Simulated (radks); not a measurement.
The numbers below are computed, except where a source is named.
Q: Species: the terbium ion Tb2+. Configuration: [Xe] 4f9. Code: a radial shooting solver on a logarithmic mesh with Libxc functionals. Model: Dirac Kohn-Sham, PBE, spin-unpolarised, spherical densities, finite nucleus; open shells fill j = l - 1/2 first; Fermi nuclear charge, rms radius 5.06 fm. Some entries of the table are withheld. Estimate them.

orbital  occ.  eigenvalue (eV)  <r^2> (bohr^2)
1s1/2       2        -51809.04       0.0006317
2s1/2       2        -8595.234        0.009829
2p1/2       2              (1)        0.007124
2p3/2       4              (2)        0.008354
3s1/2       2              (3)         0.06538
3p1/2       2        -1731.363         0.06080
3p3/2       4        -1577.239         0.06780
3d3/2       4        -1257.782             (4)
3d5/2       6        -1224.155             (5)
4s1/2       2        -390.4691          0.3313
4p1/2       2        -317.8401          0.3481
4p3/2       4        -283.5571          0.3869
4d3/2       4        -163.9444          0.4436
4d5/2       6        -157.7553          0.4591
5s1/2       2              (6)             (7)
5p1/2       2         -41.7555           2.535
5p3/2       4         -37.3501           2.883
4f5/2       6         -17.1091             (8)
4f7/2       3         -16.3241             (9)

A: 
(1) 2p1/2 eigenvalue (eV): -8169.305
(2) 2p3/2 eigenvalue (eV): -7422.721
(3) 3s1/2 eigenvalue (eV): -1916.701
(4) 3d3/2 <r^2> (bohr^2): 0.05394
(5) 3d5/2 <r^2> (bohr^2): 0.05589
(6) 5s1/2 eigenvalue (eV): -61.2671
(7) 5s1/2 <r^2> (bohr^2): 1.981
(8) 4f5/2 <r^2> (bohr^2): 1.067
(9) 4f7/2 <r^2> (bohr^2): 1.116
